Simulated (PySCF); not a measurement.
Start geometry of Me2Te5, C2H6Te5 from GFN2-xTB (Å):
```
atom  x, y, z in Å
C1     1.6062   -0.2966   -2.1194
Te2    1.5298   -1.5226   -0.4061
Te3    2.9862    0.1268    1.1018
Te4    1.4938    2.2581    1.5228
Te5   -0.4771    1.2307    3.2237
Te6   -2.6949    1.3056    1.7172
C7    -2.2593   -0.5656    0.6827
H8     1.1376    0.7506   -1.9059
H9     0.9596   -0.6883   -2.8468
H10    2.5450   -0.0648   -2.4592
H11   -3.1904   -0.7991    0.1179
H12   -1.4161   -0.4520    0.0413
H13   -2.1898   -1.3350    1.3523
```

**Question.** What comes out of this run: PBE0-D3(BJ)/def2-SVP geometry optimisation, gas phase, def2 core potentials past Kr (PySCF)?

**Answer.** 
```
atom  x, y, z in Å
C1     1.8838   -0.1036   -2.4087
Te2    1.2660   -1.3722   -0.7760
Te3    2.7211   -0.1650    1.1674
Te4    1.4254    2.2034    1.5711
Te5   -0.6260    1.5468    3.2595
Te6   -2.7398    1.3525    1.5865
C7    -2.4757   -0.7043    0.9932
H8     1.6066    0.9313   -2.1732
H9     1.3424   -0.4418   -3.3034
H10    2.9653   -0.1974   -2.5604
H11   -3.3454   -0.9676    0.3742
H12   -1.5511   -0.7927    0.4074
H13   -2.4420   -1.3416    1.8848
```

The energy falls by 59.4 kJ/mol over 7 energy and gradient evaluations, the largest force component goes from 0.0573 to 2.4e-04 Eh/bohr, and the atoms move by 0.446 Å rms after alignment. The bond that changes most is Te3–Te4 (both ends tellurium bonded to 2 Te), which lengthens by 0.094 Å. Bonds longer at the end by more than 0.005 Å: 8 of 12; shorter: 4. Among the angles that change most is H8–C1–H10, from 103.0° to 111.1°. Among the dihedrals that turn most is Te2–Te3–Te4–Te5, from 70° to 82°. Rotational constants go from 313.9, 141.9, 111.2 to 301.7, 141.5, 108.7 MHz. The orientation of the end geometry is arbitrary; only internal coordinates are fixed.

The run used 188 basis functions and 63 SCF cycles in all. Hardware: one thread of an Arm Neoverse V1, no GPU, shared host with 32 logical CPUs at a one-minute load of 28. Cost: 5.2 min, 1.1 GiB resident at most.

No PBE0-D3(BJ)/def2-SVP frequencies stand behind this structure, so it isn't proved a minimum. One conformer, not necessarily the lowest.
